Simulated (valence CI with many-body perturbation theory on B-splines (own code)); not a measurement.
# Co22+: fill in the table

Calculated by configuration interaction combined with many-body perturbation theory (CI+MBPT): three valence electrons over a frozen Dirac-Fock core [He], radial functions for each j: 11 s, 11 p, 9 d, 7 f, 5 g, 2 h, 1 i, with the one-electron correlation potential Σ1 (screened to all orders), the two-electron term Σ2, the three-electron term Σ3, Breit, model QED; selected single and double excitations, second order for the rest (own B-spline code, finite nucleus).

No measured spectrum was set against this ion. As an estimate, levels of excited configurations hold to 0.05 to 0.15 % of their energy, terms of the ground configuration to about 0.5 %.

| Level | E (cm⁻¹) |
| --- | --- |
| 2s2 2p 2P°_1/2 | 0 |
| 2s2 2p 2P°_3/2 | 139680 |
| 2s 2p2 4P_1/2 | 430380 |
| 2s 2p2 4P_3/2 | 498190 |
| 2s 2p2 4P_5/2 | ? |
| 2s 2p2 2D_3/2 | ? |
| 2s 2p2 2D_5/2 | ? |
| 2s 2p2 2P_1/2 | ? |
| 2s 2p2 2S_1/2 | 1051600 |
| 2s 2p2 2P_3/2 | 1065300 |
| 2p3 4S°_3/2 | 1337900 |
| 2p3 2D°_3/2 | 1486100 |
| 2p3 2D°_5/2 | 1523200 |
| 2p3 2P°_1/2 | 1672600 |
| 2p3 2P°_3/2 | ? |
| 2s2 3s 2S_1/2 | ? |
| 2s2 3p 2P°_1/2 | 9038900 |
| 2s2 3p 2P°_3/2 | 9078100 |
| 2s 2p 3s 4P°_1/2 | 9226600 |
| 2s2 3d 2D_3/2 | 9249700 |

Names give the largest LS component (configuration and term), which can be under half, so a name can repeat, a term be missing and a line seem to break the LS rules; names also repeat where a configuration has a term twice.

**Question.** The levels stand in rising order. What does the calculation give for the missing energies?

**Answer.** 2s 2p2 4P_5/2 559130; 2s 2p2 2D_3/2 788460; 2s 2p2 2D_5/2 819150; 2s 2p2 2P_1/2 903840; 2p3 2P°_3/2 1746100; 2s2 3s 2S_1/2 8850500.
